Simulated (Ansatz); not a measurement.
`[BH2][GaH2]` + `[SiH3]C[O][AlH][SiH3]` → `[BH2][GaH][SiH3]` + `[AlH2][O]C[SiH3]`  (redistribution)

Isolated molecules relaxed with PBE0-D4/def2-TZVP in Ansatz; ΔE leaves out vibrations. CCSD(T)/CBS is the MP2 limit (def2-TZVPP, def2-QZVPP) plus CCSD(T) − MP2 in def2-TZVPP, frozen cores. DFT in def2-TZVPP. B3LYP here is the variant with VWN-RPA as its local correlation; programs differ in this. For Ga outer-core shells are correlated without core-valence functions, which leaves a few kJ/mol of doubt a bond. Scalar relativity is left out up to krypton. One conformer a species, not always the lowest.

| level | ΔE (kJ/mol) | difference from CCSD(T)/CBS |
| --- | --- | --- |
| PBE-D4 | -12.3 | 3.8 |
| r2SCAN-D4 | -14.1 | 2.0 |
| PBE0-D4 | -12.1 | 4.0 |
| B3LYP-D4 | -15.8 | 0.3 |
| ωB97X-V | -12.2 | 3.9 |
| ωB97M-V | -16.5 | -0.4 |
| B2PLYP | -18.1 | -2.0 |
| PBE | -14.3 | 1.8 |
| r2SCAN | -15.0 | 1.1 |
| PBE0 | -14.2 | 1.9 |
| B3LYP | -18.9 | -2.8 |
| HF/def2-TZVPP | -16.9 | -0.8 |
| MP2/def2-TZVPP | -18.3 | -2.2 |
| SCS-MP2/def2-TZVPP | -17.8 | -1.7 |
| CCSD/def2-TZVPP | -15.2 | 0.9 |
| CCSD(T)/def2-TZVPP | -14.7 | 1.4 |
| HF/def2-QZVPP | -16.6 | -0.5 |
| MP2/def2-QZVPP | -19.0 | -2.9 |
| SCS-MP2/def2-QZVPP | -18.1 | -2.0 |
| HF/CBS(def2) | -16.5 | -0.4 |
| MP2/CBS(def2) | -19.7 | -3.6 |
| CCSD/CBS(def2) | -16.6 | -0.5 |
| CCSD(T)/CBS | -16.1 | 0 |

Largest T1 diagnostic among the species: 0.014.

The D4 term adds +3.1 kJ/mol with B3LYP and +2.1 kJ/mol with PBE0; it sums over pairs of atoms, weighted by their polarisabilities, and B3LYP, whose exchange is more repulsive, gets the larger term.
